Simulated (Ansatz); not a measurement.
Job for Ansatz (a program for electronic structure): SC-NEVPT2 on SA-CASSCF(4,3)/cc-pV(Q+d)Z on CH2S (SMILES C=S), 2S+1 = 3, a spin state set in the input, which need not be the lowest. Files ending in .json are basis or fitting sets from the Basis Set Exchange.

Ansatz 0.2 input:
```yaml
crystal:
  periodic: [false, false, false]
  atoms:
    - {symbol: C, position_ang: [-0.98855101, 0.13181649, 0.22294557]}
    - {symbol: S, position_ang: [0.56452001, -0.07527487, -0.12731486]}
    - {symbol: H, position_ang: [-1.56079280, 0.97866225, -0.15231854]}
    - {symbol: H, position_ang: [-1.54022127, -0.56516332, 0.85168289]}
basis:
  gaussian:
    orbitals: cc-pV_Q+d_Z.json
magnetization: {spin_polarized: false, initial_magnetization: 2}
correlation: {method: sc_nevpt2, electrons: outside_noble_gas, active_space: {window: {electrons: 4, orbitals: 3}, states: [{multiplicity: 1, weights: [1]}, {multiplicity: 3, weights: [1]}]}}
output: {orbitals: {seedname: ./end}}
```

Output:

```
Functional definition: HF
[...]
integrals: 0.35 GiB planned
2143 factors; integrals over basis functions are off by at most 2.2e-7 eV
mean field: 0.73 GiB planned
mean field evaluation 1: about -11876.6631 eV, gradient 1.8e1 eV
mean field evaluation 2: about -11876.7719 eV, gradient 1.8e1 eV
mean field evaluation 4: about -11878.1375 eV, gradient 2.9e0 eV
mean field evaluation 8: about -11878.2209 eV, gradient 4.7e-1 eV
mean field evaluation 16: about -11878.2256 eV, gradient 2.8e-6 eV
mean field evaluation 32: about -11877.9796 eV, gradient 7.2e0 eV
mean field evaluation 64: about -11877.1294 eV, gradient 2.6e-6 eV
mean field -11878.22558937 eV, -436.5167390589 hartree, gradient 2.8e-6 eV, S^2 2.000000; 7 other end points of the search recorded, 0 dependent functions left out
reference -11878.22558937 eV, -436.5167390589 hartree; 13, 11 occupied and 166, 168 virtual orbitals, 2143 factors
configuration interaction: 0.39 GiB planned
configuration interaction: 0.00 GiB planned
state -11880.19156304 eV, -436.5889872587 hartree
state -11880.19156304 eV, -436.5889872587 hartree; corrected -11889.27758454 eV, -436.9228923902 hartree
configuration interaction: 0.00 GiB planned
state -11878.15005258 eV, -436.5139631329 hartree
state -11878.15005258 eV, -436.5139631329 hartree; corrected -11887.28842703 eV, -436.8497921997 hartree
Total energy: -11888.28300578 eV, -436.8863422949 hartree
```

Self-consistency was reached. The last total energy is the mean of the averaged states.

Cost: around 50 core-seconds (rough).
